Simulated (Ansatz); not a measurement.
FGaH2SiSn: where a starting geometry ends

The starting geometry of this gas-phase singlet was optimised with GFN2-xTB.

```xyz
6

F    -5.0756   -0.3473    0.9737
Ga   -3.8925    0.9096    1.6221
Si   -2.7782   -0.3492   -1.8021
Sn   -2.8381   -1.8390    0.1047
H    -3.7036    0.7384   -2.1731
H    -1.8880   -0.3376   -2.9783
```

Question: Where would you expect an optimisation with B3LYP-D3(BJ)/def2-SVP to take it?

Answer: A new bond forms, giving a structure with F1 bridging Ga2 and Sn4, given below by its coordinates. Contacts that close: F1–Sn4 (2.83 → 2.23 Å).

The energy falls by 0.55 eV over 12 steps:

```tsv
step	E − E(last) (eV)
1	0.551
2	0.269
3	0.190
5	0.079
6	0.037
7	0.009
8	0.001
10	0.000
11	0.000
12	0.000
```

Final geometry (Å):

```xyz
6

F    -4.6609   -0.6113    0.9155
Ga   -3.7332    1.1463    0.9530
Si   -2.8869   -0.2948   -1.6480
Sn   -3.2160   -2.0849    0.0800
H    -3.9054    0.7801   -1.9147
H    -1.7736   -0.1604   -2.6388
```

Frequencies at the end are all real (lowest 70 cm⁻¹). Atoms past krypton carry core potentials, without spin–orbit terms. Run with Ansatz 0.2.0, 40 s on 1 thread of Intel(R) Xeon(R) 6975P-C (Granite Rapids) (shared host).
